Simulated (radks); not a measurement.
Results of a calculation; reference values are marked as such.
Species: Sr7+. Configuration: [Ar] 3d10 4s2 4p1 (the NIST ground configuration).

Code: a radial shooting solver on a logarithmic mesh with Libxc functionals. Model: scalar-relativistic Kohn-Sham, exchange-only LDA, spin-polarised, spherical densities, point nucleus; open shells are filled with parallel spins first (spin-orbit coupling, left out, can overturn this in heavy ions).

Energy parts (hartree):
| part | energy |
|---|---|
| total | -3158.69555 |
| kinetic | 3240.97348 |
| electron-nucleus | -7494.57766 |
| Hartree | 1189.71639 |
| exchange | -94.80777 |

Orbitals (lengths in bohr, moments of r in powers of bohr):
orbital  occ.  eigenvalue (hartree)       <r^4>
1s up       1             -588.7792  0.00001107
1s down     1             -588.7728  0.00001107
2s up       1             -83.11568    0.002130
2s down     1             -83.11151    0.002130
2p up       3             -74.36260    0.001530
2p down     3             -74.35676    0.001530
3s up       1             -16.06304      0.1205
3s down     1             -16.05415      0.1201
3p up       3             -13.23326      0.1375
3p down     3             -13.22318      0.1368
3d up       5              -8.54233      0.1738
3d down     5              -8.53062      0.1715
4s up       1              -4.88502       4.095
4s down     1              -4.80780       4.089
4p up       1              -4.10039       5.717
4p down     0              -4.02144       5.756

The highest occupied level is 4p up at -111.58 eV. Summed over all electrons, <r^2> = 10.81 bohr^2, which gives a Langevin (diamagnetic) susceptibility term of -8.56 x 10^-6 cm^3/mol. Spin moment in Bohr magnetons: 1. For comparison, the ionisation energy in NIST's Atomic Spectra Database is 121.2 eV (semi-empirical). In exact Kohn-Sham theory the highest level is minus the ionisation energy, but local and semilocal functionals leave it too shallow, through self-interaction and a potential that decays too fast; potentials with the right tail come closer.
